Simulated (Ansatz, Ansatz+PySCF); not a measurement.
```xyz
6

C     0.0000   -0.4117   -0.0523
O     0.0000   -0.3905    1.1538
N     0.0000    0.6799   -0.8543
H     0.0000   -1.3629   -0.6417
H     0.0000    0.5969   -1.8606
H     0.0000    1.6013   -0.4339
```

Basis set: def2-SVP (spherical functions). Correlated methods keep 3 orbitals frozen. Charge 0, multiplicity 1.

Computed with Ansatz (development build ahead of 0.2.0); each method stands on the lowest determinant of its kind that the runs found. Restricted open shells among the atoms or ions are ROHF, correlated in semicanonical orbitals with singles. Restricted functionals stand beside restricted open-shell atoms, which can lie above the unrestricted atoms usual in DFT and then raise those values.

The atomization energy at this shape (free ground-state atoms in the same class of orbitals less the molecule, no zero-point energy) of singlet CH₃NO:

```tsv
method	atomization energy
ωB97X (restricted)	2411.3 kJ/mol
ωB97X (unrestricted)	2388.1 kJ/mol
r²SCAN (restricted)	2414.9 kJ/mol
r²SCAN (unrestricted)	2392.6 kJ/mol
PBE0 (unrestricted)	2400.5 kJ/mol
PBE0 (restricted)	2414.4 kJ/mol
PBE (restricted)	2502.6 kJ/mol
PBE (unrestricted)	2491.7 kJ/mol
RHF-MP2	2279.4 kJ/mol
UHF-MP2	2277.0 kJ/mol
RHF	1625.8 kJ/mol
UHF	1592.5 kJ/mol
```

(1) What does RHF-CCSD(T) give?

## Answers

(1) 2230.0 kJ/mol.
